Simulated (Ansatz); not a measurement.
CH6Si3, SMILES `C[SiH]1[SiH]=[SiH]1` (charge 0, multiplicity 1).

The numbers are results of B3LYP/cc-pVTZ // PBE0-D3(BJ)/def2-TZVP (Ansatz, an electronic-structure program), not measurements.

Ansatz 0.2 input:
```yaml
crystal:
  periodic: [false, false, false]
  atoms:
    - { symbol: C, position_ang: [1.65428, 0.40831, -0.459515] }
    - { symbol: Si, position_ang: [0.205923, -0.122969, 0.604105] }
    - { symbol: Si, position_ang: [-1.571555, -1.327721, -0.193809] }
    - { symbol: Si, position_ang: [-1.92104, 0.68347, 0.333693] }
    - { symbol: H, position_ang: [2.414922, -0.377139, -0.480958] }
    - { symbol: H, position_ang: [1.333601, 0.615673, -1.4813] }
    - { symbol: H, position_ang: [2.11587, 1.309053, -0.045276] }
    - { symbol: H, position_ang: [0.733586, -0.391235, 1.97551] }
    - { symbol: H, position_ang: [-2.096184, -2.622825, -0.709693] }
    - { symbol: H, position_ang: [-2.8694, 1.825383, 0.457244] }
basis:
  gaussian: { orbitals: cc-pVTZ }
hamiltonian:
  xc: b3lyp
```

Output:

```
Functional definition: B3LYP
1376 factors; their error is unknown
mean field evaluation 1: about -24761.2454 eV, gradient 5.4e1 eV
mean field evaluation 2: about -24755.9051 eV, gradient 6.5e1 eV
mean field evaluation 4: about -24768.4181 eV, gradient 4.2e0 eV
mean field evaluation 8: about -24768.4790 eV, gradient 4.0e-2 eV
mean field evaluation 16: about -24768.5360 eV, gradient 4.9e-5 eV
mean field -24768.53597216 eV, -910.2269082603 hartree, gradient 4.9e-5 eV, S^2 0.000000; 0 other end points of the search recorded, 0 dependent functions left out
reference -24768.53625905 eV, -910.2269188030 hartree; 27, 27 occupied and 189, 189 virtual orbitals, 1376 factors
Total energy: -24768.53625905 eV, -910.2269188030 hartree
```
